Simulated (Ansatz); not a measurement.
Reaction: BN2H4Cl (SMILES NB(N)Cl) → BN2H4 (SMILES N[B]N, doublet) + Cl (doublet) (the B-Cl bond breaks)
Each species at its own B3LYP-D3(BJ)/def2-TZVP minimum (Ansatz, a quantum-chemistry and plane-wave program), one conformer.

Quantity: bond dissociation energy (electronic), in kcal/mol. Radicals and triplets start from unrestricted determinants; spin-orbit coupling is neglected. CBS(X,Y): correlation extrapolated as X^-3, Hartree-Fock from the larger set. A bracket is a step between two methods taken in the basis named. The functionals are non-relativistic, so their misses hold any scalar relativity. Double hybrids freeze cores in their MP2 part. '+ core + X2C': CCSD(T) terms for core correlation (cc-pwCVTZ, 1s frozen past Ne) and scalar relativity (cc-pVTZ-DK).

CCSD(T)/CBS(cc-pV(T+d)Z,cc-pV(Q+d)Z) + [CCSDT(Q) - CCSD(T)]/cc-pV(D+d)Z + core + X2C (Ansatz) gives 127.2 kcal/mol.

Problem. How far off this value is PBE/def2-TZVPD (Ansatz), in which direction, and which of these levels come nearer: B3LYP/def2-TZVPD, wB97M-V/def2-TZVPD, B2PLYP/def2-TZVPD, CCSD(T)/CBS(cc-pV(T+d)Z,cc-pV(Q+d)Z) + core + X2C?

Solution. PBE gives 123.5 kcal/mol, 3.7 kcal/mol below it. Differences of the others: B3LYP/def2-TZVPD (Ansatz) -7.8; wB97M-V/def2-TZVPD (Ansatz) 1.1; B2PLYP/def2-TZVPD (Ansatz) -4.7; CCSD(T)/CBS(cc-pV(T+d)Z,cc-pV(Q+d)Z) + core + X2C (Ansatz) 0.0 kcal/mol. Nearer than PBE: wB97M-V/def2-TZVPD, CCSD(T)/CBS(cc-pV(T+d)Z,cc-pV(Q+d)Z) + core + X2C.
